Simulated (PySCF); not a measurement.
An unknown gives this computed stick spectrum. Method: PySCF, TDDFT PBE0/def2-SVPD, vertical, gas phase, core orbitals frozen in the response. Geometries: GFN2-xTB, one conformer each.

```
state  λ (nm)       f
   S1   581.3  0.0001
   S2   303.5   0.212
   S3   288.4   0.162
   S4   258.8  0.0059
   S5   228.0  0.0005
   S6   221.3   0.013
```

**Question.** Which candidate is it? All have the formula C8H8S.
A. `C(c1c(cccc1)S)=C`
B. `C1=C(c2cccs2)CC1`
C. `S[C@H]1CC2=CC=CC=C21`
D. `CC(=S)c1ccccc1`

**Answer.** D. Its S1, at 2.13 eV, is the lowest among the candidates; the nearest of the others has S1 at 4.34 eV. S1 is HOMO→LUMO (99%). Löwdin shares by element: HOMO sulfur 74%, carbon 15% or more; LUMO carbon 41% or more, sulfur 31% (atoms not listed hold the other 28%). At the same level the other candidates give, for their lowest levels:
- `S[C@H]1Cc2ccccc21`: 248 nm (f 0.017); 235 nm (f 0.030); 220 nm (f 0.046); 218 nm (f 0.003); 207 nm (f 0.020); T1 4.06 eV; HOMO -6.79, LUMO -0.66 eV
- `C1=C(c2cccs2)CC1`: 279 nm (f 0.361); 234 nm (f 0.054); 227 nm (f 0.000); 211 nm (f 0.000); 203 nm (f 0.037); T1 2.74 eV; HOMO -6.09, LUMO -1.17 eV
- `C=Cc1ccccc1S`: 286 nm (f 0.068); 247 nm (f 0.105); 228 nm (f 0.172); 224 nm (f 0.201); 212 nm (f 0.067); T1 3.36 eV; HOMO -6.40, LUMO -1.15 eV

The values belong to the conformer `[CH3:1][C:2](=[S:3])[c:4]1[cH:5][cH:6][cH:7][cH:8][cH:9]1`: C1–C2–C4–C5 174°.
Triplets come from the Tamm–Dancoff approximation.
